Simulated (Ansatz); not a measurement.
Q: Name a neutral molecule of C, N, Zr and H with HOMO energy (B3LYP/def2-TZVPP) between -5.95 and -5.65 eV and LUMO energy (ωB97M-V/def2-TZVPP) between 0.90 and 1.20 eV (Ansatz, PBE0-D4/def2-TZVP geometry).

A: `C[NH][Zr]([NH]C)([NH]C)[NH]C` (-5.83 eV, 1.06 eV); `C[NH][Zr]([NH]C)([NH]C)[N](C)C` (-5.75 eV, 1.16 eV). Other molecules can fit too; these were computed, each in one conformer that needn't be the lowest.

B3LYP here is the variant with VWN-RPA as its local correlation; programs differ in this.
